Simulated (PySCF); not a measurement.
CH4AlClSe, SMILES [CH3][Al]([Cl])[SeH].

Geometry: PBE-D3(BJ)/def2-SVP. The structure was generated by enumeration; whether it is a known compound was not checked. Other conformers were not sampled.

Computed with PBE-D3(BJ)/def2-SVP in PySCF.

Frequencies are harmonic and unscaled.

```
mode  ν (cm⁻¹)  IR (km/mol)    moving atoms (share of kinetic energy)
----  --------  -----------  ----------------------------------------
1           39          0.0                                    H 98 %
2          110          3.5          Cl 46 %, Se 22 %, Al 18 %, C 9 %
3          139          2.7          C 41 %, H 27 %, Cl 16 %, Se 13 %
4          169         10.2                           Al 66 %, H 18 %
5          247          2.2                                    H 96 %
6          328         12.0  Al 28 %, Se 25 %, C 21 %, Cl 18 %, H 8 %
7          516         79.4                  Al 52 %, Cl 32 %, H 10 %
8          560          2.4                                    H 91 %
9          631         30.3                            H 77 %, C 18 %
10         664         79.4                   Al 37 %, C 31 %, H 31 %
11         699         99.9                   H 56 %, Al 22 %, C 20 %
12        1163         14.6                            H 80 %, C 20 %
13        1371          1.8                                    H 96 %
14        1372          2.8                                    H 95 %
15        2352         11.6                                    H 99 %
16        2971          0.7                                    H 97 %
17        3066          0.7                             H 91 %, C 9 %
18        3084          2.2                             H 91 %, C 9 %
```
